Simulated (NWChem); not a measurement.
System: selenophene (C$_{4}$H$_{4}$Se); SMILES c1cc[se]c1

All runs: NWChem. Pople sets run with spherical d functions. All runs use the structure optimised with PBE0/def2-SVP. Ions are spin-unrestricted doublets at the neutral geometry. Hybrids' shares of exact exchange are those that their runs print; pure functionals count as 0. The functionals differ in more than this share.

```csv
row,share of exact exchange,ΔSCF ionisation energy minus −ε(HOMO) (eV)
PBE/6-31G*,0.00,3.10
B3LYP/6-31G*,0.20,2.29
M06-2X/6-31G*,0.54,withheld
Hartree-Fock/6-31G*,1.00,-1.32
```

Question: Fit a straight line of the last column on the one before it, predict the withheld value, and compare with the run.

Answer: 
1. Means of the 3 shown rows: x = 0.400, y = 1.357. Slope Σ(x − x̄)(y − ȳ)/Σ(x − x̄)² = -2.490/0.5600 = -4.446; intercept 3.135.
2. The shown rows scatter about the line by 0.033 (root mean square); the largest residual is +0.04, at B3LYP/6-31G*.
3. At x = 0.54 (M06-2X/6-31G*; inside the shown range) the line gives 0.73.
4. The run gives 1.12, +0.39 from the line, 11.8 times the scatter. The line crosses zero at a share of 0.71.
